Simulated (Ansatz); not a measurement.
A structure relaxed at PBE0-D4/def2-TZVP, charge 0, multiplicity 1:

Cartesian coordinates in Å:
```
C 2.251 0.688 -0.363
N 1.374 0.618 0.785
C 0.001 0.436 0.500
S -0.378 -1.201 -0.349
Si -2.493 -1.097 -0.324
H 1.946 1.524 -0.997
H 2.247 -0.221 -0.981
H 3.272 0.878 -0.028
H 1.701 -0.061 1.460
H -0.579 0.457 1.423
H -0.346 1.227 -0.166
H -2.995 0.054 -1.123
H -3.002 -0.936 1.066
H -2.999 -2.365 -0.903
```

(1) Give its formula and SMILES.

(2) Point group (tolerance 0.08 Å, 0.16 Å for H)?

(3) Summarise the bond lengths by kind.

Results:

(1) C2H9NSSi, `CNCS[SiH3]`.

(2) C1.

(3) 2 × C–N 1.414 to 1.447 Å; 5 × C–H 1.090 to 1.099 Å; 1 × H–N 1.011 Å; 1 × C–S 1.883 Å; 1 × S–Si 2.118 Å; 3 × H–Si 1.483 to 1.489 Å.

Results of the Gaussian-basis code of Ansatz.
